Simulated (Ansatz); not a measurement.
`O[SiH](Cl)O[SiH2]Cl` → `O[SiH](O)[SiH](Cl)Cl`  (isomerisation)

Calculated with Ansatz (gas phase, PBE0-D4/def2-TZVP geometries, no zero-point term in ΔE). CBS: MP2 limit from def2 TZ/QZ plus the TZ coupled-cluster correction, frozen cores. Functionals use def2-TZVPP. Each species was taken in one conformer, which may not be the lowest.

`O[SiH](Cl)O[SiH2]Cl`:

Z-matrix (Å, degrees):
```
Si
Cl 1 2.051
O 1 1.630 2 107.1
O 1 1.621 2 110.6 3 -122.7
H 1 1.465 2 109.9 3 118.6
Si 3 1.627 1 140.8 2 -51.8
H 4 0.960 1 118.9 2 59.0
Cl 6 2.059 3 109.1 1 -36.1
H 6 1.475 3 108.7 1 -153.7
H 6 1.476 3 110.9 1 81.9
```

`O[SiH](O)[SiH](Cl)Cl`:

```xyz
10

O    -1.380   -1.251    0.527
Si    0.138   -0.639    0.609
O     1.262   -1.500   -0.222
Si    0.161    1.447   -0.464
Cl   -1.141    1.261   -2.057
Cl   -0.552    2.893    0.807
H    -1.846   -1.162   -0.308
H     0.447   -0.595    2.058
H     1.465   -2.393    0.063
H     1.445    1.938   -1.012
```

```csv
level,ΔE (kcal/mol)
ωB97M-V,35.9
B2PLYP,35.8
CCSD/def2-TZVPP,36.8
CCSD(T)/def2-TZVPP,36.0
HF/def2-QZVPP,42.3
MP2/def2-QZVPP,37.2
SCS-MP2/def2-QZVPP,37.8
MP2/CBS(def2),36.7
```

What does CCSD(T)/CBS give? (Best estimate.)

Ansatz gave: +35.5 kcal/mol. The listed levels differ from it by 0.4, 0.3, 1.3, 0.5, 6.8, 1.7, 2.3, 1.2 kcal/mol.

Largest T1 diagnostic among the species: 0.011.

From PBE to PBE0 (25 % exact exchange), in def2-TZVPP and without D4, ΔE moves by +2.8 kcal/mol. In def2-TZVPP, CCSD(T) changes the Hartree–Fock value by −5.7 kcal/mol (the triples alone add −0.9 kcal/mol) and MP2 by −4.4 kcal/mol.
